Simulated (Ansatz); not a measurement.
`C=C[Se][Sn]([CH3])([CH3])[CH3]` + `C=N` → `C=C[Se]C=N` + `[CH3][SnH]([CH3])[CH3]`  (formal exchange of groups at the Se–Sn bond)

Calculated with Ansatz (gas phase, PBE0-D4/def2-TZVP geometries, no zero-point term in ΔE). CCSD(T)/CBS is the MP2 limit (def2-TZVPP, def2-QZVPP) plus CCSD(T) − MP2 in def2-TZVPP, frozen cores. This one scheme is used for every species. DFT in def2-TZVPP. def2 core potentials past Kr. For Se, Sn outer-core shells are correlated without core-valence functions, which leaves a few kJ/mol of doubt a bond. Scalar relativity is left out up to krypton. Each species was taken in one conformer, which may not be the lowest.

CCSD(T)/CBS gives +117.9 kJ/mol.

Question: Another level gave +108.5 kJ/mol. Which?
A. PBE0/def2-TZVPP
B. ωB97X-V/def2-TZVPP
C. CCSD/def2-TZVPP
D. HF/def2-TZVPP

Answer: C. CCSD/def2-TZVPP 108.5, ωB97X-V 104.5, HF/def2-TZVPP 117.5, PBE0 96.1 kJ/mol.

Largest T1 diagnostic among the species: 0.012.

In def2-TZVPP, CCSD(T) changes the Hartree–Fock value by −10.4 kJ/mol (the triples alone add −1.4 kJ/mol) and MP2 by −5.7 kJ/mol. The D4 term adds +9.5 kJ/mol with B3LYP and +6.3 kJ/mol with PBE0; it sums over pairs of atoms, weighted by their polarisabilities, and B3LYP, whose exchange is more repulsive, gets the larger term. From PBE to PBE0 (25 % exact exchange), in def2-TZVPP and without D4, ΔE moves by +9.2 kJ/mol.

B3LYP here is the variant with VWN-RPA as its local correlation; programs differ in this.
